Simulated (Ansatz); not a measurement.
Basis-set extrapolation for CH7ClOSi2 (`[SiH3]OC[SiH2]Cl`) (PBE0-D4/def2-TZVP geometry, frozen core, the Gaussian-basis code of Ansatz). Multiplicity 1, RHF reference.

|  | def2-TZVPP | def2-QZVPP |
| --- | --- | --- |
| HF | -1154.336451 | -1154.373428 |
| MP2 correlation | -0.844290 | -0.913171 |
| CCSD(T) correlation | -0.941761 | not run |

Energies in hartree. Use E(X) = E(∞) + A·exp(−7.88·√X) for Hartree–Fock and E(X) = E(∞) + B·X^(−2.97) for correlation, with X = 3 and 4, and add CCSD(T) minus MP2 of the smaller set to the MP2 limit.

Task: What is the CCSD(T) energy at the basis-set limit?

Result: HF limit: -1154.373428 + (-0.036977) × 0.13774 = -1154.37852. MP2 limit: -0.913171 + (-0.068881) × 0.74074 = -0.96419. Higher-order term: -0.941761 − (-0.844290) = -0.09747. Total: -1155.44018 hartree, 101.6 kcal/mol below CCSD(T)/def2-TZVPP.
